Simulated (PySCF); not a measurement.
Si(Me)3(OH) (C3H10OSi), SMILES O[Si](C)(C)C.

Coordinates come from a r2SCAN-D4/def2-SVP optimisation. The isomer is the one that the SMILES or the coordinates give; other isomers of the formula were not compared. One conformer was computed; it need not be the lowest.

Method: ωB97X/def2-TZVP (PySCF).

Symmetry labels are those of the subgroup Cs that the program uses (full group Cs).

Computed valence orbital energies around the gap with their symmetry:
| orbital | symmetry | energy (eV) |
|---|---|---|
| HOMO−7 | A' | -13.91 |
| HOMO−6 | A" | -13.60 |
| HOMO−5 | A' | -13.37 |
| HOMO−4 | A" | -13.17 |
| HOMO−3 | A' | -12.25 |
| HOMO−2 | A" | -12.05 |
| HOMO−1 | A' | -10.80 |
| HOMO | A" | -10.43 |
| LUMO | A' | 2.63 |
| LUMO+1 | A' | 3.58 |
| LUMO+2 | A" | 4.09 |
| LUMO+3 | A' | 4.11 |
